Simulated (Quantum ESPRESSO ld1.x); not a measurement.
Results of a calculation; reference values are marked as such.
Q: Species: Pm II. Configuration: [Xe] 4f5 5f1 (not the ground configuration). Code: ld1.x of Quantum ESPRESSO 7.5. Model: Dirac Kohn-Sham, LDA (Slater exchange, VWN5 correlation), spin-unpolarised, spherical densities, point nucleus; open shells fill j = l - 1/2 first. Some entries of the table are withheld. Estimate them.

orbital,occ.,eigenvalue (eV),<r> (bohr),<r^2> (bohr^2)
1s1/2,2,-44946.328,0.02319,0.0007326
2s1/2,2,-7313.173,0.09852,0.01151
2p1/2,2,-6928.555,0.08247,(1)
2p3/2,4,-6368.983,0.08899,(2)
3s1/2,2,-1601.352,0.2605,0.07764
3p1/2,2,-1436.153,0.2500,0.07267
3p3/2,4,-1323.689,0.2626,0.07998
3d3/2,4,-1035.611,(3),0.06455
3d5/2,6,-1011.213,(4),0.06660
4s1/2,2,-325.430,0.5933,0.3977
4p1/2,2,-262.613,0.6084,0.4215
4p3/2,4,-237.931,0.6374,0.4624
4d3/2,4,-134.473,(5),0.5424
4d5/2,6,-130.091,(6),0.5588
5s1/2,2,(7),1.438,2.327
5p1/2,2,-34.749,1.619,2.975
5p3/2,4,-31.397,1.710,3.319
4f5/2,5,-12.086,1.031,1.442
4f7/2,0,-11.613,1.047,1.495
5f5/2,1,-2.487,8.707,84.41
5f7/2,0,-2.484,8.720,84.64

A: 
(1) 2p1/2 <r^2> (bohr^2): 0.008396
(2) 2p3/2 <r^2> (bohr^2): 0.009643
(3) 3d3/2 <r> (bohr): 0.2340
(4) 3d5/2 <r> (bohr): 0.2379
(5) 4d3/2 <r> (bohr): 0.6832
(6) 4d5/2 <r> (bohr): 0.6936
(7) 5s1/2 eigenvalue (eV): -51.643
